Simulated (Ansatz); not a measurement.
`[SiH3][GeH]([SiH3])[Cl]` + H₂O → `[OH][GeH]([SiH3])[SiH3]` + HCl at 600 K and 1 bar (formal hydrolysis of a Ge–Cl bond).

Computed with Ansatz on PBE0-D4/def2-TZVP structures; ΔE is electronic, products minus reactants. CBS: MP2 limit from def2 TZ/QZ plus the TZ coupled-cluster correction, frozen cores. This one scheme is used for every species. For Ge outer-core shells are correlated without core-valence functions, which leaves a few kJ/mol of doubt a bond. Scalar relativity is left out up to krypton. Each species was taken in one conformer, which may not be the lowest.

| species | CCSD(T)/CBS energy (Eh) | H − E (kJ/mol) | S (J/(mol·K)) |
| --- | --- | --- | --- |
| `[SiH3][GeH]([SiH3])[Cl]` | -3118.29543 | 230.1 | 512.4 |
| H₂O | -76.37941 | 76.8 | 212.8 |
| `[OH][GeH]([SiH3])[SiH3]` | -2734.26948 | 265.6 | 519.3 |
| HCl | -460.38127 | 35.4 | 207.2 |

H − E and S are ideal-gas, rigid-rotor, harmonic terms from PBE0-D4/def2-TZVP, for one conformer and one mirror image of each species. 1 Eh = 2625.50 kJ/mol, R = 8.31446 J/(mol·K).

By hand: ΔE, ΔH, ΔS and ΔG.

ΔE = (-2734.26948) + (-460.38127) − (-3118.29543) − (-76.37941) = 0.02409 Eh = 63.2 kJ/mol. Δ(H − E) = 265.6 + 35.4 − 230.1 − 76.8 = -5.9, so ΔH = 57.3 kJ/mol. ΔS = 519.3 + 207.2 − 512.4 − 212.8 = 1.3 J/(mol·K). ΔG = 57.3 − 600 × (1.3)/1000 = 56.5 kJ/mol.

By hand: the equilibrium constant, and the temperature at which ΔG would vanish if ΔH and ΔS stayed fixed.

log₁₀ K = −ΔG/(RT ln 10) = -4.9. ΔG = 0 at ΔH/ΔS = 44077 K, far beyond where these terms or the molecules hold.

The number of gas molecules stays the same, so ΔS is small and ΔH decides. A doubt of 5 kJ/mol in ΔE shifts log₁₀ K by 0.4 here. Other conformers and mirror images would add mixing entropy, several J/(mol·K) or more a flexible species. These are equilibria of isolated gas molecules and say nothing of rates. Largest T1 diagnostic: 0.013 (customary marks: 0.02 for closed shells, 0.045 for open ones).
